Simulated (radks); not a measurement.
The numbers below are computed, except where a source is named.
Coulomb parameter of the 4f shell of the europium ion Eu3+ in the model configuration [Xe] 4f4.5 5d1.5, as a second difference U = [E(n + 0.5) + E(n - 0.5) - 2 E(n)] / (0.5)^2 with all orbitals relaxed. "Bare": the charge of the atom changes with n. "Screened": the 5d shell takes up the change at fixed total charge, which measures U(4f,4f) + U(5d,5d) - 2 U(4f,5d). Code: a radial shooting solver on a logarithmic mesh with Libxc functionals. Model: scalar-relativistic Kohn-Sham, r2SCAN, spin-unpolarised, spherical densities, finite nucleus; meta-GGA in the generalised Kohn-Sham scheme; Fermi nuclear charge, rms radius 5.1115 fm.

[
 {"case": "start", "configuration": "[Xe] 4f4.5 5d1.5", "E - E(n) (eV)": "0.000"},
 {"case": "bare +0.5", "configuration": "[Xe] 4f5 5d1.5", "E - E(n) (eV)": "-19.372"},
 {"case": "bare -0.5", "configuration": "[Xe] 4f4 5d1.5", "E - E(n) (eV)": "24.353"},
 {"case": "screened +0.5", "configuration": "[Xe] 4f5 5d1", "E - E(n) (eV)": "-7.609"},
 {"case": "screened -0.5", "configuration": "[Xe] 4f4 5d2", "E - E(n) (eV)": "9.060"}
]

U(bare) = 19.923 eV, U(screened by 5d) = 5.802 eV, against the Slater integral F0(4f,4f) = 30.957 eV with frozen orbitals.
